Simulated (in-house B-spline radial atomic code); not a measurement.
# The thulium ion Tm⁺: 1s1 2s2 2p6 3s2 3p6 3d10 4s2 4p6 4d10 4f13 5s2 5p6 6s2 (with a hole in an inner shell)

Method: Dirac-Hartree-Fock, average of configuration, Fermi nucleus of rms radius 5.2256 fm. Calculated with an all-electron radial atomic-structure program (B-spline basis).

Z_r = [3n² - l(l+1)]/(2<r>); Z_e = n√(-2ε); the last column is Slater's effective charge. Values are occupation-weighted means over j. An effective charge above Z reflects the relativistic contraction of the inner shells.

| shell | electrons | ε (eV) | <r> (bohr) | Z_r | Z_e | Slater |
| --- | --- | --- | --- | --- | --- | --- |
| 1s | 1 | -60870 | 0.01996 | 75.15 | 66.89 | 69.00 |
| 2s | 2 | -10481 | 0.08333 | 72.00 | 55.51 | 65.70 |
| 2p | 6 | -9366 | 0.07396 | 67.60 | 52.47 | 65.70 |
| 3s | 2 | -2434.4 | 0.217 | 62.22 | 40.13 | 58.75 |
| 3p | 6 | -2078.3 | 0.2154 | 58.04 | 37.08 | 58.75 |
| 3d | 10 | -1601.3 | 0.196 | 53.58 | 32.55 | 48.85 |
| 4s | 2 | -520.25 | 0.4907 | 48.91 | 24.73 | 42.25 |
| 4p | 6 | -398.04 | 0.5176 | 44.43 | 21.64 | 42.25 |
| 4d | 10 | -223.6 | 0.5602 | 37.48 | 16.22 | 30.85 |
| 5s | 2 | -79.905 | 1.215 | 30.86 | 12.12 | 13.20 |
| 5p | 6 | -47.336 | 1.417 | 25.76 | 9.33 | 13.20 |
| 4f | 13 | -31.413 | 0.7137 | 25.22 | 6.08 | 19.80 |
| 6s | 2 | -12.558 | 3.481 | 15.51 | 5.76 | 3.85 |

The least bound orbital is 6s1/2 at -12.56 eV, and it is also the most diffuse (<r> = 3.481 bohr). The part-filled 1s shell lies below the filled 6s shell in orbital energy.

Spin-orbit splittings of the orbital energies (j = l + 1/2 above j = l - 1/2 when positive): 2p 1033 eV, 3p 222.9 eV, 3d 49.03 eV, 4p 51.01 eV, 4d 9.689 eV, 5p 6.815 eV, 4f 1.574 eV.

For the 1s electron the small component carries 6.72 % of the norm, the zero-frequency Breit interaction raises the level by 69.29 eV, self-energy by 118.8 eV, and vacuum polarisation lowers it by 20.88 eV.
